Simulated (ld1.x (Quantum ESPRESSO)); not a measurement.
**sulfur: one change to a TM potential, before and after**

ld1.x (Quantum ESPRESSO) 7.5 input, shortened:

```
&input
   title='S', zed=16., rel=0, dft='BP', iswitch=3,
   config='[Ne] 3s2 3p3 3d-2'
 /
 &inputp
   pseudotype=2, tm=.true., lloc=2,
   nlcc=.true., new_core_ps=.true., rcore=0.95
 /
3
3S  1  0   2.00   0.00  1.05  1.05  0.0
3P  2  1   3.00   0.00  1.50  1.50  0.0
3D  3  2  -2.00   0.40  1.20  1.20  0.0
 &test
   configts(1)='3s2 3p3'
 /
```

Change: wave 3d channel at 0.4 Ry: rc 1.20 bohr becomes 3d channel at 0.4 Ry: rc 1.68 bohr.

Cutoffs: the cutoffs (Ry, on a coarse ladder) from which the occupation-weighted sum of valence levels, in a spherical-Bessel basis at the reference potential, stays within 10 and 1 mRy of its value at 400 Ry; they do not see the model core or the augmentation charge, which bear on the density cutoff. Errors are all-electron minus pseudo energies relative to the spin-unpolarised reference configuration.

What does the change do?

The potential gets neither clearly harder nor softer (70 Ry and 200 Ry → 80 Ry and 200 Ry); the bound ghost in s disappears; the number of tests that count goes from 6 to 7; of the 6 tests that both files solve, the error grows in 2 and shrinks in 4 by more than 15 % and 0.3 meV (median size 9.9 → 4.1 meV).

| quantity | base | changed |
| --- | --- | --- |
| cutoff, loose | 70 Ry | 80 Ry |
| cutoff, tight | 200 Ry | 200 Ry |
| loose cutoff by channel (10 mRy a level) | s 50 Ry, p 10 Ry | s 60 Ry, p 10 Ry |
| bound ghosts | s | none |
| tests counted (converged, no solver errors) | 6 of 7 | 7 of 7 |
| error for 3s2 3p4, meV [ΔE -11.87 eV] | +15 | +4.8 |
| error for 3s2 3p2, meV [ΔE 22.39 eV] | +46 | +13 |
| error for 3s2 3p1, meV [ΔE 56.54 eV] | +287 | +80 |
| error for 3s1 3p4, meV [ΔE 10.75 eV] | +2.1 | -3.5 |
| error for 3s1 3p5, meV [ΔE -1.69 eV] | -1.4 | -2.1 |
| error for 3s2 3p3.5, meV [ΔE -7.16 eV] | +5.1 | +1.6 |

Base: Tests not counted: 3s2 3p0 (solver errors, printed error -13.3 eV). A true bound ghost makes a file unfit for plane-wave use even where its test errors are small: the radial tests pick states by their node count and pass the ghost by. Where a test does run into it, the solver fails or the error is huge.
